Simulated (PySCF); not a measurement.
Species: C5H6O2.
SMILES: `C=CC(=C)C(=O)O`

Theory: TDDFT wB97X-D/def2-SVPD, vertical, gas phase, core orbitals frozen in the response in PySCF. Geometry: PBE0-D3(BJ)/def2-SVP, one conformer, isolated molecule. Torsions of this conformer, `[CH2:1]=[CH:2][C:3](=[CH2:4])[C:5](=[O:6])[OH:7]`: C1–C2–C3–C4 179°, C2–C3–C5–O6 6°, H–O7–C5–C3 -179°.

Computed states:

```tsv
state	E (eV)	f
S1	5.01	0.0007
S2	5.13	0.243
S3	6.64	0.295
S4	6.88	0.0009
S5	7.08	0.223
S6	7.22	0.0034
S7	7.37	0.037
S8	7.61	0.0027
S9	7.72	0.0059
S10	7.93	0.0011
```

Each state is given a Gaussian of 0.4 eV full width at half maximum, with ε(max) = 2.175×10⁸ f / Δν̃ (Δν̃ the width in cm⁻¹). The cross-section is σ = 3.8235×10⁻²¹ ε cm², given in Mb (10⁻¹⁸ cm²). The width is an assumption, not a result. The curve ends short of the highest state used, and states not computed would add to its high-energy end.

Q: Give the broadened spectrum and its maxima.

A: 
```tsv
E (eV)	σ (Mb)
4.41	0.01
4.48	0.04
4.55	0.19
4.61	0.59
4.68	1.90
4.75	5.19
4.82	11.95
4.88	21.36
4.95	35.93
5.02	51.02
5.09	61.16
5.16	61.88
5.22	54.61
5.29	40.32
5.36	25.12
5.43	13.21
5.49	6.65
5.56	2.55
5.63	0.83
5.70	0.23
5.77	0.05
5.83	0.01
5.90	0.01
5.97	0.03
6.04	0.14
6.10	0.45
6.17	1.54
6.24	4.46
6.31	10.94
6.38	22.63
6.44	36.89
6.51	55.80
6.58	71.55
6.65	78.39
6.72	75.01
6.78	67.38
6.85	59.51
6.92	57.44
6.99	60.41
7.05	63.04
7.12	61.58
7.19	53.80
7.26	42.06
7.33	30.12
```

Maxima: 242 nm (5.13 eV), ε about 16000, made up of S2 (100%); 186 nm (6.66 eV), ε about 21000, made up of S3 (97%); 175 nm (7.07 eV), ε about 17000, made up of S5 (90%) (ε in L mol⁻¹ cm⁻¹; maxima over ε = 5, shares over 10%).

Q: Coming from long wavelengths, where does ε first pass 100 L mol⁻¹ cm⁻¹?

A: At about 270 nm (4.59 eV), 0.42 eV below S1.

Q: On this curve, what absorbance would a 10⁻⁴ mol/L sample give at 222 nm over a 1 cm path?

A: 222 nm is 5.585 eV, where ε is about 460 L mol⁻¹ cm⁻¹, so A = ε c l ≈ 0.046 (Beer–Lambert, with the gas-phase spectrum and the assumed width).

Q: What would ε be at 6.66 eV, the highest of these maxima, with half the width (0.2 eV)?

A: About 39200 L mol⁻¹ cm⁻¹ against 20500, a factor of about 1.9; a lone state at its own centre would give exactly 2.

The vertical ionisation energy (ΔSCF) is 9.14 eV, 1.22 eV above S10.
